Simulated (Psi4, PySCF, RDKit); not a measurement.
Relaxed torsion scan: SMILES CCC[SiH2]Br (C₃H₉BrSi). Scanned: dihedral C1–C2–C3–Si4; all other coordinates were relaxed at GFN2-xTB. Points at φ and −φ are mirror images. Heavy atoms are numbered in the order of the SMILES CCC[SiH2]Br, hydrogens after them in the order of the atoms that carry them; the mirror image has the same energies with the sign of each dihedral reversed.

- MMFF94 // GFN2-xTB (RDKit)
- PBE/def2-TZVP // GFN2-xTB (Psi4)
- RMP2/6-31G* = restricted MP2 (frozen core)/6-31G*, spherical d // GFN2-xTB (PySCF)
- PBE-D3(BJ)/def2-TZVP // GFN2-xTB (Psi4)

Energies relative to the lowest point of each profile, in kcal/mol:

```json
[
 {"φ / °": "-150", "MMFF94": "1.8", "PBE/def2-TZVP": "1.1", "RMP2/6-31G*": "1.4"},
 {"φ / °": "-120", "MMFF94": "3.6", "PBE/def2-TZVP": "2.4", "RMP2/6-31G*": "3.1"},
 {"φ / °": "-90", "MMFF94": "1.6", "PBE/def2-TZVP": "1.5", "RMP2/6-31G*": "1.7"},
 {"φ / °": "-75", "MMFF94": "1.1", "PBE/def2-TZVP": "1.0", "RMP2/6-31G*": "1.0"},
 {"φ / °": "-60", "MMFF94": "2.2", "PBE/def2-TZVP": "0.9", "RMP2/6-31G*": "0.9"},
 {"φ / °": "-45", "MMFF94": "4.3", "PBE/def2-TZVP": "1.4", "RMP2/6-31G*": "1.5"},
 {"φ / °": "-15", "MMFF94": "8.9", "PBE/def2-TZVP": "3.7", "RMP2/6-31G*": "4.3"},
 {"φ / °": "75", "MMFF94": "1.1", "PBE/def2-TZVP": "1.0", "RMP2/6-31G*": "1.0"},
 {"φ / °": "90", "MMFF94": "1.6", "PBE/def2-TZVP": "1.5", "RMP2/6-31G*": "1.7"},
 {"φ / °": "120", "MMFF94": "3.6", "PBE/def2-TZVP": "2.4", "RMP2/6-31G*": "3.1"},
 {"φ / °": "135", "MMFF94": "3.2", "PBE/def2-TZVP": "2.0", "RMP2/6-31G*": "2.6"},
 {"φ / °": "150", "MMFF94": "1.8", "PBE/def2-TZVP": "1.1", "RMP2/6-31G*": "1.4"}
]
```

Problem. Predict the corresponding PBE-D3(BJ)/def2-TZVP column.

Solution. -150: 1.1; -120: 2.4; -90: 1.3; -75: 0.8; -60: 0.6; -45: 1.0; -15: 3.3; 75: 0.8; 90: 1.3; 120: 2.4; 135: 2.0; 150: 1.1 (kcal/mol).

MMFF94 has few fitted parameters for silicon.
